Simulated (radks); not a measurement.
Question: The mean radii <r> (bohr) of the occupied orbitals of an atom or ion are listed with their occupations. Method: scalar-relativistic Kohn-Sham, PBEsol, spin-polarised, spherical densities, finite nucleus; Fermi nuclear charge, rms radius of each element as measured or else 0.836 A^(1/3) + 0.57 fm; computed with a radial shooting solver on a logarithmic mesh with Libxc functionals.

| orbital | occ. | <r> |
|---|---|---|
| 1s up | 1 | 0.02667 |
| 1s down | 1 | 0.02667 |
| 2s up | 1 | 0.1147 |
| 2s down | 1 | 0.1147 |
| 2p up | 3 | 0.1003 |
| 2p down | 3 | 0.1003 |
| 3s up | 1 | 0.3066 |
| 3s down | 1 | 0.3066 |
| 3p up | 3 | 0.3045 |
| 3p down | 3 | 0.3045 |
| 3d up | 5 | 0.2810 |
| 3d down | 5 | 0.2810 |
| 4s up | 1 | 0.7168 |
| 4s down | 1 | 0.7168 |
| 4p up | 3 | 0.7651 |
| 4p down | 3 | 0.7649 |
| 4d up | 5 | 0.8771 |
| 4d down | 5 | 0.8758 |
| 5s up | 1 | 1.824 |
| 5s down | 1 | 1.822 |
| 5p up | 3 | 2.180 |
| 5p down | 2 | 2.190 |

Name the element and its charge. Open shells, if any, are filled with parallel spins first.

Answer: Z = 54, xenon, charge +1: Xe+ in [Kr] 4d10 5s2 5p5. The 1s radius gives Z: for a bare nucleus <r> = (2 gamma + 1)/(2Z) with gamma = sqrt(1 - (Z/c)^2), 0.02628 bohr for Z = 54, and screening makes it slightly larger (0.02667 here). The occupations add up to 53, and the charge is Z minus that.
